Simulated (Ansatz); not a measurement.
Two isomers of C2H10BNSi: A = `CBC(N)[SiH3]`, B = `CBN[SiH2]C`.

Isolated molecules relaxed with PBE0-D4/def2-TZVP in Ansatz; ΔE leaves out vibrations. CCSD(T)/CBS adds triple-zeta CCSD(T) − MP2 to the extrapolated MP2 energy (def2 sets, frozen cores). Functionals use def2-TZVPP. One conformer a species, not always the lowest.

(1) Which isomer does CCSD(T)/CBS put lower? Give the gap. (An estimate is asked.)

(2) Give E(B) − E(A) in kcal/mol with HF/def2-TZVPP, BLYP-D4, PBE0-D4, ωB97M-V, CCSD(T)/def2-SVP, CCSD(T)/def2-TZVPP, MP2/def2-TZVPP. (An estimate is asked.)

(3) Does the order hold for the free energy at 298.15 K (harmonic terms from PBE0-D4)? (An estimate is asked.)

Largest T1 diagnostic: 0.012.

Answers

(1) The calculation gave: B, by 61.6 kcal/mol.

(2) Computed: HF/def2-TZVPP -64.5, BLYP-D4 -59.9, PBE0-D4 -59.1, ωB97M-V -60.9, CCSD(T)/def2-SVP -59.7, CCSD(T)/def2-TZVPP -61.3, MP2/def2-TZVPP -62.6. None reverses the order clearly.

(3) Computed: Yes: G(B) − G(A) = -59.9 kcal/mol, for one conformer each.

At CCSD(T), def2-SVP lies +2.0 kcal/mol from the extrapolated value and def2-TZVPP +0.3 kcal/mol. Leaving LDA and LC-ωPBE aside and taking each functional with its dispersion term where it has one, the values, not all of them listed here, spread over 6.2 kcal/mol, from BHLYP-D4 to revPBE-D4.
